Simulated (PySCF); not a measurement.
A species of formula C8H9F3O has this rotational fingerprint, computed with PBE0-D3(BJ)/def2-SVP geometry optimisation, gas phase (PySCF 2.14.0):

```
Rotational constants : A = 1109, B = 884.4, C = 553.9 MHz
Dipole components    : |μa| = 2.32 D, |μb| = 2.10 D, |μc| = 2.03 D
Inertial defect      : -114.85 u·Å²
κ                    : 0.19
```

Question: Which structure is it? (One computed conformer of each.)
A. `[CH2:1]=[C:2]=[C:3]([CH2:4][CH2:5][CH3:6])[C:7](=[O:8])[C:9]([F:10])([F:11])[F:12]` with C2–C3–C4–C5 101°, C3–C4–C5–C6 179°, C2–C3–C7–O8 180°
B. `[O:1]=[C:2]([C@H:3]1[C@@H:4]2[CH2:5][CH2:6][CH2:7][C@H:8]12)[C:9]([F:10])([F:11])[F:12]` with O1–C2–C3–C4 -34°, C2–C3–C4–C5 -157°, C3–C4–C5–C6 -48°, C4–C5–C6–C7 -28°, C5–C6–C7–C8 28°
C. `[CH2:1]=[CH:2][C@@:3]1([F:4])[C@H:5]([CH2:6][F:7])[CH2:8][C:9](=[O:10])[C@@H:11]1[F:12]` with C1–C2–C3–F4 2°, C3–C5–C6–F7 -179°, C2–C3–C5–C6 -68°, C3–C5–C8–C9 -26°, C5–C8–C9–O10 180°, C8–C9–C11–F12 149°
D. `[CH:1]#[C:2]/[C:3]([CH2:4][C:5]([F:6])([F:7])[F:8])=[C:9](\[CH3:10])[O:11][CH3:12]` with C2–C3–C4–C5 88°, C3–C9–O11–C12 157°

Answer: C. It is C=C[C@@]1(F)[C@H](CF)CC(=O)[C@@H]1F, an asymmetric top, point group C1. The candidates at the same level (rigid rotor, commonest isotopes):

```json
{"SMILES": "C#C/C(CC(F)(F)F)=C(\\C)OC", "A (MHz)": "1121", "B (MHz)": "771.1", "C (MHz)": "515.7", "μa (D)": "3.65", "μb (D)": "0.96", "μc (D)": "0.13", "Δ (u·Å²)": "-126.42", "point group": "C1", "rotor": "asymmetric top"}
{"SMILES": "C=C[C@@]1(F)[C@H](CF)CC(=O)[C@@H]1F", "A (MHz)": "1109", "B (MHz)": "884.4", "C (MHz)": "553.9", "μa (D)": "2.32", "μb (D)": "2.10", "μc (D)": "2.03", "Δ (u·Å²)": "-114.85", "point group": "C1", "rotor": "asymmetric top"}
{"SMILES": "C=C=C(CCC)C(=O)C(F)(F)F", "A (MHz)": "1413", "B (MHz)": "590.7", "C (MHz)": "470.3", "μa (D)": "1.54", "μb (D)": "2.99", "μc (D)": "0.12", "Δ (u·Å²)": "-138.77", "point group": "C1", "rotor": "asymmetric top"}
{"SMILES": "O=C([C@H]1[C@@H]2CCC[C@@H]21)C(F)(F)F", "A (MHz)": "1977", "B (MHz)": "526.2", "C (MHz)": "507.5", "μa (D)": "3.36", "μb (D)": "1.27", "μc (D)": "0.03", "Δ (u·Å²)": "-220.35", "point group": "–", "rotor": "near-prolate asymmetric top"}
```

`C=C=C(CCC)C(=O)C(F)(F)F` has B 33 % too low; `O=C([C@H]1[C@@H]2CCC[C@@H]21)C(F)(F)F` has A 78 % too high; `C#C/C(CC(F)(F)F)=C(\C)OC` has B 13 % too low. No structure here is proved a minimum.
